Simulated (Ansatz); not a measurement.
Reactions of C₃H₇Al, SMILES `[CH3][Al]1[CH2][CH2]1`.

Gas-phase electronic energies from Ansatz, PBE0-D4/def2-TZVP geometries. CCSD(T)/CBS adds triple-zeta CCSD(T) − MP2 to the extrapolated MP2 energy (def2 sets, frozen cores). This one scheme is used for every species, atoms too. No spin–orbit coupling; open shells (•) take unrestricted orbitals. Spin–orbit coupling would lower the free atoms: a little for Al, C. Bonds to Br are less sure, by a few kJ/mol each and by 10 to 20 or more in all where they break to atoms, as the def2 sets lack core-valence functions. Scalar relativity is left out up to krypton. One conformer a species, not always the lowest.

Problem. Order these by ΔE at CCSD(T)/CBS, lowest first. (Estimate.)
A. `[CH3][Al]1[CH2][CH2]1` + `N[SiH](O)O` → `CO[SiH](N)O` + `[CH2]1[CH2][AlH]1`
B. `[CH3][Al]1[CH2][CH2]1` + HBr → `[Br][Al]1[CH2][CH2]1` + CH₄
C. `[CH3][Al]1[CH2][CH2]1` → Al• + 3 C• + 7 H•
D. `[CH3][Al]1[CH2][CH2]1` → `C/C=[CH]/[AlH2]`
E. `[CH3][Al]1[CH2][CH2]1` + H₂O → `[OH][Al]1[CH2][CH2]1` + CH₄

Solution. B (-162.0 kJ/mol), E (-127.1 kJ/mol), D (-48.5 kJ/mol), A (+103.7 kJ/mol), C (+3983.7 kJ/mol).

Largest T1 diagnostic: 0.018, for Al•.
